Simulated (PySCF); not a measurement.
An unknown is described by computed data only.

Formula: H5NO2Si.

| Quantity | Value |
| --- | --- |
| Dipole | 1.46 D [wB97X-D/def2-SVPD] |
| Polarisability | 42.3 au [wB97X-D/def2-SVPD] |
| UV, first state | lowest singlet excitation: 7.25 eV (171 nm, f = 0.069) [TDDFT wB97X-D/def2-SVPD] |
| Rotational structure | rotational constants A, B, C: 7.122, 6.055, 3.798 GHz [PBE0-D3(BJ)/def2-SVP] |
| Valence photoelectron | vertical ionisation energy: 10.40 eV [ΔSCF wB97X-D/def2-SVPD] |
| UV, strongest line | among the 10 lowest singlet transitions: S8 at 9.23 eV (134 nm, f = 0.083) [TDDFT wB97X-D/def2-SVPD] |
| XPS | Si2p3/2 107.8, N1s 404.9, O1s 538.6 (×2), Si1s 1848.0 eV [ΔSCF SCAN, pcX-2 on the ionised atom, pcseg-1 elsewhere, spin-free X2C, 2p3/2 from a spin–orbit splitting computed afterwards within the 2p shell] |
| 1H NMR | chemical shifts (computed TMS as zero) by class: 5.17 (1 H), 1.32 (2 H), 1.06 (2 H) ppm [GIAO KT2/pcSseg-2] |

The electronic properties come from PySCF, for the isolated species, density fitting. Levels stand in brackets. Geometry: PBE0-D3(BJ)/def2-SVP, one conformer, isolated molecule. NMR values are class means; diastereotopic atoms form classes of their own.

Question: Give a SMILES that accounts for the data.

Answer: Numbering: `[NH2:1][SiH:2]([OH:3])[OH:4]`. Its formula, H5NO2Si, gives 0 degrees of unsaturation, so no ring and no π bond. Hydrogen classes from least to most shielded: 1 H on an oxygen-bound silicon, Si2 (5.17 ppm), 2 H on 2 silanol oxygens, O3/O4 (1.32 ppm), 2 H on a silicon-bound nitrogen, N1 (1.06 ppm). The core levels belong to: Si2p3/2 107.8 eV, oxygen-bound silicon [Si2]; N1s 404.9 eV, silicon-bound nitrogen [N1]; O1s 538.6 eV, silanol oxygen [O3/O4]; Si1s 1848.0 eV, oxygen-bound silicon [Si2]. One atom of each topological class was ionised and stands for its class. The first electron is taken from the HOMO, whose largest Löwdin shares are 0.67 on the silicon-bound nitrogen, 0.07 on the oxygen-bound silicon, 0.07 on an N–H hydrogen and 0.06 on an N–H hydrogen. By its constants the optimised geometry is an asymmetric top. Structure: `N[SiH](O)O`. The assignments are read from this structure; whether some other isomer fits the data as well wasn't checked.

Shape of the structure used: `[NH2:1][SiH:2]([OH:3])[OH:4]`: H–N1–Si2–O3 -71°, H–N1–Si2–O3 143°, H–O3–Si2–N1 -46°, H–O4–Si2–N1 -140°.
